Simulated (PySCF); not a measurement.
SMILES C(C)B(O)O (CAM-B3LYP/def2-SVP optimised geometry):

```
12

B     -0.065     1.164     0.000
C     -0.849    -0.207    -0.012
C      0.019    -1.455     0.133
H     -1.425    -0.253    -0.955
H     -1.617    -0.180     0.783
H      0.568    -1.449     1.087
H      0.773    -1.508    -0.665
H     -0.577    -2.380     0.096
O      1.292     1.164     0.000
H      1.652     2.060    -0.001
O     -0.691     2.380     0.000
H     -1.652     2.321     0.004
```

Level of theory: CAM-B3LYP/def2-TZVP in PySCF.

Q: What are the frontier orbital energies and the dipole moment?

A: HOMO-2 -10.95 eV, HOMO-1 -10.66 eV, HOMO -10.11 eV, LUMO 1.37 eV, LUMO+1 2.32 eV; dipole moment 1.51 D.

On the same geometry PySCF with PBE/def2-TZVP gives HOMO-2 -7.99 eV, HOMO-1 -7.47 eV, HOMO -7.17 eV, LUMO -0.14 eV, LUMO+1 0.48 eV; dipole moment 1.43 D.

Meta-Löwdin charges at CAM-B3LYP/def2-TZVP: B1 0.47, C2 -0.33, C3 -0.31, H4 0.11, H5 0.11, H6 0.11, H7 0.11, H8 0.10, O9 -0.52, H10 0.35, O11 -0.54, H12 0.35.
